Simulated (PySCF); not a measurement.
# An excited-state table with gaps

Species: Ge2H13NSi3.
Numbering: `[SiH3:1][N:2]([SiH3:3])[SiH2:4][GeH2:5][GeH3:6]` (hydrogens: H7, H8, H9 on Si1; H10, H11, H12 on Si3; H13, H14 on Si4; H15, H16 on Ge5; H17, H18, H19 on Ge6)

Structure used (PBE0-D3(BJ)/def2-SVP), in Å, numbered top down from 1:
```
atom  x, y, z in Å
Si1   -0.906    1.980    0.688
N2    -1.182    0.278    0.370
Si3   -2.450   -0.223   -0.736
Si4   -0.158   -0.954    1.096
Ge5    1.863   -1.179   -0.150
Ge6    3.017    0.948   -0.310
H7    -2.068    2.603    1.392
H8     0.308    2.081    1.555
H9    -0.667    2.740   -0.576
H10   -3.000    1.008   -1.379
H11   -1.903   -1.134   -1.788
H12   -3.552   -0.942   -0.027
H13    0.153   -0.605    2.516
H14   -0.918   -2.244    1.073
H15    1.525   -1.660   -1.577
H16    2.803   -2.227    0.482
H17    3.364    1.472    1.096
H18    2.113    1.984   -1.005
H19    4.320    0.810   -1.120
```

Computed with TDDFT CAM-B3LYP/def2-SVPD, vertical, gas phase, core orbitals frozen in the response (PySCF 2.14.0, density-fitted response routines). The CAM-B3LYP/def2-SVPD calculation is non-relativistic and has no spin–orbit coupling, an omission that weighs most on germanium.

Lowest singlets, with some entries withheld (?).

```json
{"state": "S1", "E (eV)": "5.72", "f": "0.0070", "main configurations (H = HOMO, L = LUMO)": "H→L (86%)"}
{"state": "S2", "E (eV)": "6.49", "f": "0.229", "main configurations (H = HOMO, L = LUMO)": "H→L+1 (75%)"}
{"state": "S3", "E (eV)": "6.55", "f": "0.019", "main configurations (H = HOMO, L = LUMO)": "H→L+2 (59%), H→L+4 (27%)"}
{"state": "S4", "E (eV)": "6.81", "f": "0.043", "main configurations (H = HOMO, L = LUMO)": "H→L+3 (47%), H-1→L (20%), H→L+5 (16%)"}
{"state": "S5", "E (eV)": "6.90", "f": "0.026", "main configurations (H = HOMO, L = LUMO)": "H-1→L (34%), H→L+4 (15%), H→L+2 (14%)"}
{"state": "S6", "E (eV)": "?", "f": "0.049", "main configurations (H = HOMO, L = LUMO)": "H→L+4 (32%), H→L+3 (11%), H-1→L+1 (9%)"}
{"state": "S7", "E (eV)": "?", "f": "0.143", "main configurations (H = HOMO, L = LUMO)": "H→L+6 (46%), H-1→L (11%), H→L+3 (8%)"}
{"state": "S8", "E (eV)": "?", "f": "0.019", "main configurations (H = HOMO, L = LUMO)": "H→L+5 (36%), H-1→L+2 (12%), H-1→L (10%)"}
{"state": "S9", "E (eV)": "?", "f": "0.225", "main configurations (H = HOMO, L = LUMO)": "H-1→L+1 (40%), H-2→L (9%), H→L+10 (9%)"}
{"state": "S10", "E (eV)": "?", "f": "0.018", "main configurations (H = HOMO, L = LUMO)": "H→L+8 (42%), H-1→L+2 (22%)"}
```

Supply the missing values.

- S6: E = 7.03 eV
- S7: E = 7.05 eV
- S8: E = 7.24 eV
- S9: E = 7.34 eV
- S10: E = 7.43 eV

Where do the lowest triplets lie (Tamm–Dancoff)?

T1 5.33 eV, H→L (85%); T2 5.83 eV, H→L+1 (46%), H→L+4 (20%), H-1→L (12%); T3 6.10 eV, H→L+2 (49%), H→L+3 (12%), H→L+4 (11%); T4 6.34 eV, H→L+3 (35%), H→L+4 (14%), H-1→L+1 (14%). E(S1) − E(T1) = +0.39 eV.

What is the vertical ionisation energy by ΔSCF at this level?

8.90 eV; −ε(HOMO) is 8.43 eV.

What is the mean static polarisability from the same response equations?

155.2 au (23.00 Å³), with principal values 134.3, 154.9 and 176.4 au.

One conformer stands for the species.
